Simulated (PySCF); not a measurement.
Gas-phase reaction: GaCl3 + O2 → GaCl + 2 ClO

Energies from PySCF (xtb for GFN2), thermal terms from the rigid-rotor harmonic-oscillator model, ideal gas at 1 bar. † marks an energy on the PBE0/def2-TZVP geometry and frequencies; other levels use their own. 6-31G* has spherical d functions here. Open shells (unrestricted): O2 (multiplicity 3), ClO (multiplicity 2); the rest are closed-shell singlets. GFN2 has no spin-polarisation term. Spin-orbit splitting is ignored; it lowers the true energy and changes the entropy of ClO. B3LYP is the form with VWN-RPA correlation. Ga: all electrons, no relativistic terms.

```tsv
level	ΔH°(298 K), kJ
B3LYP/6-31G*	?
B3LYP/def2-TZVP†	?
GFN2-xTB	421
M06-2X/def2-TZVP†	618
PBE/def2-SVP	?
PBE/def2-TZVP†	539
PBE0/def2-QZVP†	574
r2SCAN/def2-TZVP†	?
LDA/def2-TZVP†	586
ωB97X-V/def2-TZVP†	605
```

Fill in the missing entries.


- B3LYP/6-31G*, ΔH°(298 K), kJ: 561
- B3LYP/def2-TZVP†, ΔH°(298 K), kJ: 536
- PBE/def2-SVP, ΔH°(298 K), kJ: 615
- r2SCAN/def2-TZVP†, ΔH°(298 K), kJ: 596
